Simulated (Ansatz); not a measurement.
`CS[Si](F)(F)F`. Charge 0, multiplicity 1. The geometry is a stationary point of PBE0-D4/def2-TZVP. It is one conformer, not always the lowest.

```xyz
9

C     0.899   -1.025   -0.672
S     1.211    0.453    0.350
Si   -0.766    1.014    0.669
F    -1.540    1.315   -0.672
F    -0.793    2.310    1.559
F    -1.609   -0.105    1.393
H     1.881   -1.431   -0.913
H     0.387   -0.759   -1.595
H     0.331   -1.770   -0.118
```

Task: What is the dipole moment at B3LYP/def2-TZVPP? (Estimate.)

Result: The calculation gave: 2.49 D, with components (1.23, -1.80, -1.19) D in this frame, pointing from negative to positive charge.

Task: And with PBE, r2SCAN, ωB97M-V? (Best estimate.)

Result: Ansatz gave: PBE 2.42 D, r2SCAN 2.48 D, ωB97M-V 2.45 D.

Task: Give the Mulliken charges with B3LYP, PBE, ωB97M-V in def2-TZVPP. (Estimate.)

Result: Computed: 
| atom | B3LYP | PBE | ωB97M-V |
| --- | --- | --- | --- |
| C1 | -0.28 | -0.27 | -0.35 |
| S2 | -0.18 | -0.18 | -0.14 |
| Si3 | 0.93 | 0.78 | 0.88 |
| F4 | -0.29 | -0.25 | -0.28 |
| F5 | -0.29 | -0.25 | -0.28 |
| F6 | -0.29 | -0.25 | -0.28 |
| H7 | 0.13 | 0.13 | 0.14 |
| H8 | 0.14 | 0.14 | 0.16 |
| H9 | 0.14 | 0.14 | 0.16 |

B3LYP here is the variant with VWN-RPA as its local correlation; programs differ in this.
